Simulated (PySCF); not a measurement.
Species: C6H13As.
Numbering: `[CH2:1]=[CH:2][CH2:3][C:4]([CH3:5])([CH3:6])[AsH2:7]` (hydrogens: H8, H9 on C1; H10 on C2; H11, H12 on C3; H13, H14, H15 on C5; H16, H17, H18 on C6; H19, H20 on As7)

Structure used (PBE0-D3(BJ)/def2-SVP), in Å, numbered top down from 1:
```
atom  x, y, z in Å
C1     2.6004   -0.7047   -0.9112
C2     1.8563    0.1777   -0.2422
C3     0.8023   -0.1756    0.7616
C4    -0.6398    0.1649    0.3237
C5    -0.8020    1.6584    0.0418
C6    -1.0449   -0.6542   -0.8957
As7   -1.7955   -0.2415    1.9139
H8     3.3593   -0.3863   -1.6309
H9     2.4807   -1.7826   -0.7583
H10    2.0169    1.2466   -0.4287
H11    0.8645   -1.2545    0.9838
H12    1.0186    0.3556    1.7068
H13   -0.4846    2.2748    0.8982
H14   -1.8503    1.9091   -0.1849
H15   -0.2023    1.9593   -0.8327
H16   -2.0832   -0.4418   -1.1925
H17   -0.3907   -0.4183   -1.7525
H18   -0.9626   -1.7349   -0.7029
H19   -1.7190   -1.7599    1.7667
H20   -3.1151   -0.1767    1.1480
```

Linear response at PBE0/def2-SVPD (PySCF, frozen core in the response, non-relativistic). Geometry: PBE0-D3(BJ)/def2-SVP, one conformer, isolated molecule. Relativistic effects, spin–orbit coupling among them, are left out although an element past zinc is present.

Static isotropic polarisability: 107.72 au (15.96 Å³), principal values 92.4, 99.2, 131.5 au.

**Question.** What is the polarisability at 1064 nm and at the sodium D line?

**Answer.** 108.85 au at 1064 nm (+1.0 %), 111.55 au at 589.3 nm (+3.6 %). The rise at 589.3 nm is 3.40 times that at 1064 nm; a pure ω² law gives 3.26. The lowest singlet lies at 210 nm, shorter than both wavelengths.

**Question.** What is the isotropic C6 coefficient between two such molecules, C6 = (3/π)∫α(iω)² dω?

**Answer.** 4352 au (Eh·bohr⁶) by a ten-point quadrature over imaginary frequencies, which is 2600 eV·Å⁶ or 251 J·nm⁶/mol.

**Question.** Which effective excitation energy ω̄ makes London's formula C6 = (3/4)α²ω̄ exact here?

**Answer.** ω̄ = 4·C6/(3α²) = 0.500 Eh = 13.6 eV. A one-pole form α(ω) = α/(1 − ω²/ω̄²) fitted to the 1064 nm value gives 11.5 eV. London's choice of the ionisation energy (8.86 eV, ΔSCF at the same level) gives C6 = 2830 au, 35 % too low.

**Question.** The lowest 10 singlets have (eV, f): 5.90, 0.071; 6.43, 0.038; 6.58, 0.038; 6.70, 0.124; 6.87, 0.163; 7.15, 0.141; 7.22, 0.015; 7.38, 0.023; 7.43, 0.112; 7.55, 0.009. What share of the static polarisability do they carry in the sum over states α = Σ f/ω²?

**Answer.** 11.61 au, 10.8 % of α; the largest term, 2.55 au, is that of the state at 6.87 eV. Their oscillator strengths add up to 0.73. Higher states carry the rest.

**Question.** What does −C6/R⁶ come to at R = 12 Å between centres?

**Answer.** -84 J/mol. This is the leading, orientation-averaged term; C8 and higher terms are left out.

**Question.** What three-body coefficient follows from the one-pole estimate C9 = (3/4)·α·C6?

**Answer.** 352000 au. This is an estimate from the two numbers above, not a computed integral.

**Question.** How anisotropic is the static polarisability, by Δα² = ½[(α1 − α2)² + (α2 − α3)² + (α3 − α1)²]?

**Answer.** Δα = 36.2 au, or 0.34 of the isotropic value.

**Question.** How many electrons N does the Slater–Kirkwood formula C6 = (3/4)·√N·α^(3/2) need to give this C6?

**Answer.** N = (4·C6/3)²/α³ = 26.9; the species has 82 electrons in all.

Time: 3.2 min of wall time (grids of density and orbitals included); peak memory 1.1 GiB. Hardware: one thread of an Arm Neoverse V2, shared host with 192 logical CPUs at a one-minute load of 19. This is the whole response run at PBE0/def2-SVPD, SCF included.
